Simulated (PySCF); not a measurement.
# Xe²⁺ (xenon, charge +2) across methods

[Kr] 4d10 5s1 5p5, high-spin 3P determinant (an excited configuration). Computed with PySCF 2.14 in aug-cc-pwCVTZ-DK3 with one added diffuse shell each of s, p, d, f type (11s10p8d5f1g, 125 functions), with scalar relativity by spin-free X2C-1e.

```
   method  E (hartree)  mean ε 5s α (eV)  mean ε 5p α (eV)  mean ε 5p β (eV)  Σ⟨r²⟩ (bohr²)   ⟨S²⟩
    wB97X     -7444.79           -45.989           -31.785           -29.595          43.79  2.003
      PBE     -7444.10           -40.770           -27.957           -26.361          43.77  2.003
   r2SCAN     -7444.51           -41.774           -28.508           -26.468          43.80  2.007
      UHF  -7441.52943           -49.797           -33.162           -28.886          44.42  2.010
      LDA     -7437.81           -40.954           -28.059           -26.602          43.69  2.002
     PBE0     -7444.16           -43.287           -29.495           -27.325          43.81  2.004
BHandHLYP     -7444.49           -45.543           -30.742           -28.143          44.03  2.004
  wB97M-V     -7443.99           -45.896           -31.707           -29.501          43.95  2.003
```
